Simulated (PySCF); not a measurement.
ClHMoO₂S, multiplicity 1. Atoms are numbered in the order given.

```xyz
6

Mo     0.2734    -0.1050     0.0987
O      1.4253    -0.7638    -0.9082
O      0.7566    -0.2971     1.6795
Cl    -0.0197     2.0878    -0.3922
S     -1.6943    -1.3167    -0.1368
H     -1.4957    -1.5253    -1.4611
```
Charge 0, spin multiplicity 1.

Coordinates come from a PBE0-D3(BJ)/def2-SVP optimisation. The spin state was assumed, not searched. The structure was generated by enumeration; whether it is a known compound was not checked. The def2 effective core potentials stand for the cores of Mo; spin–orbit coupling is left out. The values are those of a single conformer.

Level of theory: PBE/def2-TZVP in PySCF.

ESP charges are fitted to the potential on shells at 1.4 to 2.0 van der Waals radii. Atomic charges (e):

```json
[
 {"atom": "Mo1", "Mulliken": "1.36", "ESP fit": "0.62", "Löwdin": "0.12"},
 {"atom": "O2", "Mulliken": "-0.45", "ESP fit": "-0.27", "Löwdin": "-0.22"},
 {"atom": "O3", "Mulliken": "-0.45", "ESP fit": "-0.22", "Löwdin": "-0.21"},
 {"atom": "Cl4", "Mulliken": "-0.31", "ESP fit": "-0.13", "Löwdin": "0.10"},
 {"atom": "S5", "Mulliken": "-0.34", "ESP fit": "-0.18", "Löwdin": "0.13"},
 {"atom": "H6", "Mulliken": "0.20", "ESP fit": "0.18", "Löwdin": "0.08"}
]
```
